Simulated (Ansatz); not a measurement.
`SB(Cl)Cl` and `ClB(Cl)[SiH2][GeH3]` differ in one atom or group.

Ansatz, PBE0-D4/def2-TZVP geometries, multiplicity 1. Each molecule was computed in one conformer, which needn't be the lowest.

Scalar relativity is left out up to krypton.

```json
{"property": "LUMO energy (B3LYP/def2-TZVPP) / eV", "`SB(Cl)Cl`": "-1.48"}
{"property": "HOMO energy (PBE/def2-TZVPP) / eV", "`SB(Cl)Cl`": "-7.13"}
{"property": "size of the dipole moment (B3LYP/def2-TZVPP) / D", "`SB(Cl)Cl`": "1.19"}
{"property": "LUMO energy (ωB97M-V/def2-TZVPP) / eV", "`SB(Cl)Cl`": "0.79"}
{"property": "HOMO–LUMO gap (PBE0/def2-TZVPP) / eV", "`SB(Cl)Cl`": "7.03"}
{"property": "LUMO energy (PBE0/def2-TZVPP) / eV", "`SB(Cl)Cl`": "-1.32"}
```

Problem. Give the same properties after the change, and the shifts. (Best estimate.)

Solution. The calculation gave: 
| property | `ClB(Cl)[SiH2][GeH3]` | shift |
| --- | --- | --- |
| LUMO energy (B3LYP/def2-TZVPP) / eV | -2.38 | -0.90 |
| HOMO energy (PBE/def2-TZVPP) / eV | -6.88 | 0.25 |
| size of the dipole moment (B3LYP/def2-TZVPP) / D | 0.56 | -0.63 |
| LUMO energy (ωB97M-V/def2-TZVPP) / eV | -0.24 | -1.03 |
| HOMO–LUMO gap (PBE0/def2-TZVPP) / eV | 5.78 | -1.25 |
| LUMO energy (PBE0/def2-TZVPP) / eV | -2.23 | -0.91 |

With PBE0 the HOMO rises by 0.33 eV and the LUMO falls by 0.91 eV, so the gap narrows by about 1.24 eV. PBE moves the HOMO by 0.25 eV and ωB97M-V by 0.46 eV. Dipoles are sizes alone; their direction can turn.

B3LYP here is the variant with VWN-RPA as its local correlation; programs differ in this.
